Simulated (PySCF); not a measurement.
## `InChI=1S/C6H8N2Si/c7-3-5-1-2-9-6(5)4-8/h5-6H,1-2,9H2/t5-,6-/m0/s1`

Molfile (atoms numbered from 1):
```
C6H8N2Si
     RDKit          3D

 17 17  0  0  0  0  0  0  0  0999 V2000
   -0.1428   -2.0805    2.2930 N   0  0  0  0  0  0  0  0  0  0  0  0
   -0.5115   -1.3728    1.4743 C   0  0  0  0  0  0  0  0  0  0  0  0
   -0.9541   -0.4690    0.4416 C   0  0  2  0  0  0  0  0  0  0  0  0
   -0.4111   -0.9241   -0.9203 C   0  0  0  0  0  0  0  0  0  0  0  0
    1.1064   -0.7212   -0.9195 C   0  0  0  0  0  0  0  0  0  0  0  0
    1.3843    0.9377   -0.0242 Si  0  0  0  0  0  4  0  0  0  0  0  0
   -0.3977    0.9450    0.7334 C   0  0  1  0  0  0  0  0  0  0  0  0
   -1.2203    1.9233    0.0946 C   0  0  0  0  0  0  0  0  0  0  0  0
   -1.8772    2.6871   -0.4494 N   0  0  0  0  0  0  0  0  0  0  0  0
   -2.0519   -0.4679    0.4435 H   0  0  0  0  0  0  0  0  0  0  0  0
   -0.8719   -0.3058   -1.6943 H   0  0  0  0  0  0  0  0  0  0  0  0
   -0.6781   -1.9655   -1.1133 H   0  0  0  0  0  0  0  0  0  0  0  0
    1.4993   -0.7531   -1.9338 H   0  0  0  0  0  0  0  0  0  0  0  0
    1.5809   -1.5352   -0.3689 H   0  0  0  0  0  0  0  0  0  0  0  0
    2.3721    0.8914    1.0505 H   0  0  0  0  0  0  0  0  0  0  0  0
    1.5652    2.0735   -0.9243 H   0  0  0  0  0  0  0  0  0  0  0  0
   -0.3985    1.1494    1.8072 H   0  0  0  0  0  0  0  0  0  0  0  0
  1  2  3  0
  2  3  1  0
  3  4  1  0
  4  5  1  0
  5  6  1  0
  6  7  1  0
  7  8  1  0
  8  9  3  0
  7  3  1  0
  3 10  1  6
  4 11  1  0
  4 12  1  0
  5 13  1  0
  5 14  1  0
  6 15  1  0
  6 16  1  0
  7 17  1  1
M  END
```

Computed, not measured: PySCF 2.14.0, TDDFT B3LYP/def2-SVPD circular dichroism and optical rotation, one conformer, gas phase. Geometry: GFN2-xTB.

(1) Draw the ECD and absorption spectra from the lowest 8 states, each a Gaussian of half-width 0.3 eV at 1/e height.

Results:

(1) 
| E (eV) | λ (nm) | Δε (L mol⁻¹ cm⁻¹) | ε (L mol⁻¹ cm⁻¹) |
| --- | --- | --- | --- |
| 6.42 | 193 | -0.09 | 24 |
| 6.52 | 190 | -0.24 | 67.1 |
| 6.62 | 187 | -0.45 | 154 |
| 6.72 | 184 | -0.55 | 298 |
| 6.82 | 182 | -0.09 | 501 |
| 6.92 | 179 | +1.49 | 768 |
| 7.02 | 177 | +4.43 | 1120 |
| 7.12 | 174 | +8.24 | 1570 |
| 7.22 | 172 | +11.85 | 2130 |
| 7.32 | 169 | +14.17 | 2730 |
| 7.42 | 167 | +14.82 | 3270 |
| 7.52 | 165 | +14.39 | 3590 |
| 7.62 | 163 | +14.07 | 3580 |

Δε uses R in velocity form, ε uses f in length form. Only the states computed contribute, so the short-wavelength end is incomplete.
